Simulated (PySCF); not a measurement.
PySCF input (BP86/LANL2DZ):

```python
from pyscf import gto, dft

mol = gto.M(
    atom='''
    Cs   -0.00000000   -0.00000000   -2.36930400
    Cs    0.00000000    0.00000000    2.36930400
    ''',
    basis='lanl2dz',
    ecp='lanl2dz',
    charge=0,
    spin=0,
    verbose=4,
)

mf = dft.RKS(mol, xc='bp86')
mf.grids.level = 3
mf.conv_tol = 1e-9
mf.max_cycle = 100
mf.max_memory = 1500
mf.kernel()
if not mf.converged:
    mf = mf.newton()
    mf.kernel(mf.make_rdm1())
mf.dip_moment()
```

Output:

```
PySCF version 2.14.0

[INPUT] verbose = 4
[INPUT] num. atoms = 2
[INPUT] num. electrons = 18
[INPUT] charge = 0
[INPUT] spin (= nelec alpha-beta = 2S) = 0
[INPUT] symmetry False subgroup None
[INPUT] Mole.unit = angstrom
[INPUT] Symbol           X                Y                Z      unit          X                Y                Z       unit  Magmom
[INPUT]  1 Cs     0.000000000000   0.000000000000  -2.369304000000 AA    0.000000000000   0.000000000000  -4.477335665836 Bohr   0.0
[INPUT]  2 Cs     0.000000000000   0.000000000000   2.369304000000 AA    0.000000000000   0.000000000000   4.477335665836 Bohr   0.0

nuclear repulsion = 9.04555812266387
number of shells = 10
number of NR pGTOs = 46
number of NR cGTOs = 24
basis = lanl2dz
ecp = lanl2dz

******** <class 'pyscf.dft.rks.RKS'> ********
method = RKS
initial guess = minao
damping factor = 0
level_shift factor = 0
DIIS = <class 'pyscf.scf.diis.CDIIS'>
diis_start_cycle = 1
diis_space = 8
diis_damp = 0
SCF conv_tol = 1e-09
SCF conv_tol_grad = None
SCF max_cycles = 100
direct_scf = True
direct_scf_tol = 1e-13
XC library pyscf.dft.libxc version 7.1.2
    S. Lehtola, C. Steigemann, M. J. T. Oliveira, and M. A. L. Marques,  SoftwareX 7, 1–5 (2018)
XC functionals = bp86
    A. D. Becke,  Phys. Rev. A 38, 3098 (1988)
    J. P. Perdew,  Phys. Rev. B 33, 8822 (1986)
    J. P. Perdew,  Phys. Rev. B 34, 7406–7406 (1986)
radial grids:
    Treutler-Ahlrichs [JCP 102, 346 (1995); DOI:10.1063/1.469408] (M4) radial grids

becke partition: Becke, JCP 88, 2547 (1988); DOI:10.1063/1.454033
pruning grids: <function nwchem_prune>
grids dens level: 3
symmetrized grids: False
atomic radii adjust function: <function treutler_atomic_radii_adjust>
small_rho_cutoff = 0
Set gradient conv threshold to 3.16228e-05
Initial guess from minao.
tot grids = 47416
init E= -40.2554752199279
  HOMO = -0.0564257868725713  LUMO = -0.0328262550050196  gap/eV = 0.64218
cycle= 1 E= -39.8096588964093  delta_E= 0.446  |g|= 0.163  |ddm|= 1.71
  HOMO = -0.104199599884966  LUMO = -0.0746170165663107  gap/eV = 0.80498
cycle= 2 E= -39.8280861231974  delta_E= -0.0184  |g|= 0.0288  |ddm|= 0.766
  HOMO = -0.0897255750792925  LUMO = -0.0635719658996626  gap/eV = 0.71168
cycle= 3 E= -39.8289643662837  delta_E= -0.000878  |g|= 0.00314  |ddm|= 0.175
  HOMO = -0.0921168758854067  LUMO = -0.0651554599133808  gap/eV = 0.73366
cycle= 4 E= -39.8289925078255  delta_E= -2.81e-05  |g|= 0.00031  |ddm|= 0.0285
  HOMO = -0.0919709661653337  LUMO = -0.0650756978320292  gap/eV = 0.73186
cycle= 5 E= -39.8289927567722  delta_E= -2.49e-07  |g|= 4.72e-06  |ddm|= 0.00271
  HOMO = -0.0919731707792011  LUMO = -0.0650764223133369  gap/eV = 0.73190
cycle= 6 E= -39.8289927568781  delta_E= -1.06e-10  |g|= 7.13e-07  |ddm|= 6.97e-05
  HOMO = -0.0919725003826568  LUMO = -0.0650758806243563  gap/eV = 0.73189
Extra cycle  E= -39.8289927568794  delta_E= -1.36e-12  |g|= 2.34e-07  |ddm|= 1.17e-05
converged SCF energy = -39.8289927568794
Dipole moment(X, Y, Z, Debye): -0.00000, -0.00000, -0.00000
```

The geometry given is a B3LYP-D3(BJ)/def2-TZVP minimum.
